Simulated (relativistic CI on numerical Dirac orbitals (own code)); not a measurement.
Pt⁴⁹⁺: sensitivity of the levels to the model

Base calculation: Dirac-Coulomb-Breit CI, orbitals from a KLI potential per configuration, model QED (radiative potential, 1s self-energy scaled to tabulated hydrogen-like ionisation energies), unscaled Slater integrals.

Configurations in the expansion (outside the closed core [Ar]): 3d¹⁰4s, 3d¹⁰4p, 3d¹⁰4d, 3d¹⁰4f, 3d¹⁰5s, 3d¹⁰5p, 3d¹⁰5d, 3d¹⁰5f, 3d¹⁰5g, 3d⁹4p², 3d¹⁰6s, 3d¹⁰6p, 3d⁸4s4p², 3d⁹4s², 3d¹⁰6d, 3d⁹4p4d. Levels of other configurations are missing.

Variants: (1) QED terms removed. Shifts of the energy above 3d¹⁰4s ²S1/2, in eV, for the lowest level and the first level of each name with at least 55 % of one term (blank where a level changes its place among those of its configuration and J or its character, or is not in the variant):

| Level | Base | Δ(1) |
| --- | --- | --- |
| 3d¹⁰4s ²S1/2 | 0.00 | 0.00 |
| 3d¹⁰4p ²P°1/2 | 107.65 | +1.67 |
| 3d¹⁰4p ²P°3/2 | 241.47 | +1.55 |
| 3d¹⁰4d ²D3/2 | 405.42 | +1.87 |
| 3d¹⁰4d ²D5/2 | 433.82 | +1.80 |
| 3d¹⁰4f ²F°5/2 | 608.46 | +1.85 |
| 3d¹⁰4f ²F°7/2 | 615.96 | +1.82 |
| 3d¹⁰5s ²S1/2 | 1129.39 | +0.95 |
| 3d¹⁰5p ²P°1/2 | 1181.79 | +1.73 |
| 3d¹⁰5p ²P°3/2 | 1244.92 | +1.67 |
| 3d¹⁰5d ²D3/2 | 1323.41 | +1.82 |
| 3d¹⁰5d ²D5/2 | 1337.20 | +1.79 |
| 3d¹⁰5f ²F°5/2 | 1414.88 | +1.82 |
| 3d¹⁰5f ²F°7/2 | 1419.19 | +1.80 |

At this charge energies of transitions that change n are usually good to better than 1 %, and those within a shell (Δn = 0) to a few per cent.

Ionisation energy from the two ground configurations alone: base 2828.4 eV; QED terms removed 2830.21 eV. The NIST ASD value (semi-empirical) is 2827.8 eV.

LS names give the leading component of a level, which can be under half, so a name can repeat, a term be missing and a line seem to break the LS rules.
